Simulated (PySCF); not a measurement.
Computed shifts of a molecule C2H6BF2N, PBE0/pcSseg-1 (PySCF), GIAO, gas phase, atoms alike by connectivity averaged where their shifts nearly agree, in ppm (number of nuclei): ¹⁹F: -145.0 (2). ¹⁵N: 66.6 (1). ¹³C: 38.6 (2). ¹H: 2.93 (6). References: ¹¹B against BF3 (σ = 88.8 ppm); ¹⁹F against CFCl3 (σ = 167.2 ppm); ¹⁵N against NH3 (σ = 267.4 ppm); ¹³C against TMS (σ = 186.3 ppm); ¹H against TMS (σ = 31.56 ppm), references at their B3LYP-D3(BJ)/def2-TZVP geometries, non-relativistic. The structure is a stationary point at B3LYP-D3(BJ)/def2-SVP. One conformer was computed; it need not be the lowest.

Problem. Pick the molecule that these values belong to.
A) CN(C)B(F)F
B) C[C@@H](F)B(N)F
C) CCNB(F)F
D) NB(CF)CF

Solution. A, CN(C)B(F)F
